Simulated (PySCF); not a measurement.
Isomers of C3H12OSi3, one GFN2-xTB conformer each. Single-point energies are computed at PBE0/pcSseg-1 (PySCF, gas phase, no added dispersion term), electronic only.

**Question.** Rank them by PBE0/pcSseg-1 energy, lowest first (kJ/mol).
A. `[SiH3:1][SiH2:2][O:3][SiH2:4][CH:5]1[CH2:6][CH2:7]1` with Si1–Si2–O3–Si4 -175°, Si2–O3–Si4–C5 -176°, O3–Si4–C5–C6 173°
B. `[SiH3:1][O:2][SiH2:3][CH2:4][C@H:5]1[CH2:6][SiH2:7]1` with O2–Si3–C4–C5 -179°, Si3–C4–C5–C6 74°
C. `[CH2:1]=[CH:2][CH2:3][Si@H:4]([SiH3:5])[O:6][SiH3:7]` with C1–C2–C3–Si4 103°, C2–C3–Si4–Si5 53°, C3–Si4–O6–Si7 23°

**Answer.** C (0.0), A (11.6), B (38.2).

As drawn, the lowest has an Si–Si bond and a C=C bond outside aromatic rings, which the highest lacks; the highest has a three-membered ring, which the lowest lacks. GFN2-xTB itself gives, in the same order: 16.5, 0.0, 45.2. GFN2-xTB puts [SiH3][SiH2]O[SiH2]C1CC1 lowest instead; measured from each level's own lowest isomer, the values differ by up to 16.5 kJ/mol (C=CC[Si@H]([SiH3])O[SiH3]: 16.5 against 0.0).

**Question.** Which frontier levels, dipoles and rotational constants go with these structures?

**Answer.** 
```tsv
SMILES	HOMO (eV, PBE0/pcSseg-1)	LUMO (eV)	dipole (D)	A, B, C (MHz)
C=CC[Si@H]([SiH3])O[SiH3]	-7.15	-0.31	0.64	1435, 1114, 788.0
[SiH3][SiH2]O[SiH2]C1CC1	-7.90	-0.39	0.49	2792, 607.6, 524.9
[SiH3]O[SiH2]C[C@H]1C[SiH2]1	-6.55	0.18	0.70	5012, 471.6, 449.7
```
